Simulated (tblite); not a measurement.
Parent: `[CH3:1][CH2:2][Si@@H:3]([CH2:4][F:5])[CH2:6][SiH3:7]` with C1–C2–Si3–C4 -33°, C2–Si3–C4–F5 -179°, C2–Si3–C6–Si7 -48°, C4H13FSi2.

The geometries are computed with GFN2-xTB (gas phase). One conformer each, not checked by frequencies here.

```csv
coordinate of the parent,value
C1–C2,1.526 Å
C2–Si3,1.909 Å
Si3–C4,1.923 Å
C4–F5,1.384 Å
Si3–C6,1.902 Å
C6–Si7,1.904 Å
C1–C2–Si3,114.5°
C2–Si3–C4,108.7°
C2–Si3–C6,113.4°
C4–Si3–C6,107.9°
Si3–C4–F5,109.6°
Si3–C6–Si7,117.9°
```

Question: How does the shared frame change in `[CH3:1][CH2:2][Si@H:3]([CH2:4][SiH3:5])[SiH2:6][F:7]` with C1–C2–Si3–C4 63°, C2–Si3–C4–Si5 170°, C2–Si3–Si6–F7 -53°, C3H13FSi3? Atoms pair as C1 = C1, C2 = C2, Si3 = Si3, C6 = C4, Si7 = Si5 (parent first).

Answer: 
| parent | relative | value in the relative | change |
| --- | --- | --- | --- |
| C1–C2 | C1–C2 | 1.525 Å | -0.001 |
| C2–Si3 | C2–Si3 | 1.917 Å | +0.008 |
| Si3–C6 | Si3–C4 | 1.909 Å | +0.007 |
| C6–Si7 | C4–Si5 | 1.897 Å | -0.007 |
| C1–C2–Si3 | C1–C2–Si3 | 113.1° | -1.4 |
| C2–Si3–C6 | C2–Si3–C4 | 108.2° | -5.2 |
| Si3–C6–Si7 | Si3–C4–Si5 | 116.1° | -1.8 |

Of the parent's bonds, C2–Si3, Si3–C6 and C6–Si7 change most and about equally (-0.007 to +0.008 Å). Bonds of the relative outside the shared frame: Si3–Si6 2.311, Si6–F7 1.619 Å. Point group C1 → C1.

Question: How does the shared frame change in `[CH3:1][CH2:2][Si@H:3]([CH2:4][F:5])[CH2:6][SiH2:7][SiH3:8]` with C1–C2–Si3–C4 178°, C2–Si3–C4–F5 -72°, C2–Si3–C6–Si7 169°, Si3–C6–Si7–Si8 174°, C4H15FSi3? Atoms pair as C1 = C1, C2 = C2, Si3 = Si3, C4 = C4, F5 = F5, C6 = C6, Si7 = Si7 (parent first).

Answer: 
| parent | relative | value in the relative | change |
| --- | --- | --- | --- |
| C1–C2 | C1–C2 | 1.525 Å | -0.001 |
| C2–Si3 | C2–Si3 | 1.907 Å | -0.002 |
| Si3–C4 | Si3–C4 | 1.921 Å | -0.002 |
| C4–F5 | C4–F5 | 1.383 Å | -0.001 |
| Si3–C6 | Si3–C6 | 1.898 Å | -0.004 |
| C6–Si7 | C6–Si7 | 1.911 Å | +0.007 |
| C1–C2–Si3 | C1–C2–Si3 | 113.0° | -1.5 |
| C2–Si3–C4 | C2–Si3–C4 | 108.2° | -0.5 |
| C2–Si3–C6 | C2–Si3–C6 | 111.2° | -2.2 |
| C4–Si3–C6 | C4–Si3–C6 | 108.6° | +0.7 |
| Si3–C4–F5 | Si3–C4–F5 | 110.0° | +0.4 |
| Si3–C6–Si7 | Si3–C6–Si7 | 117.1° | -0.8 |

Of the parent's bonds, C6–Si7 changes most (+0.007 Å). Bonds of the relative outside the shared frame: Si7–Si8 2.312 Å. Point group C1 → C1.
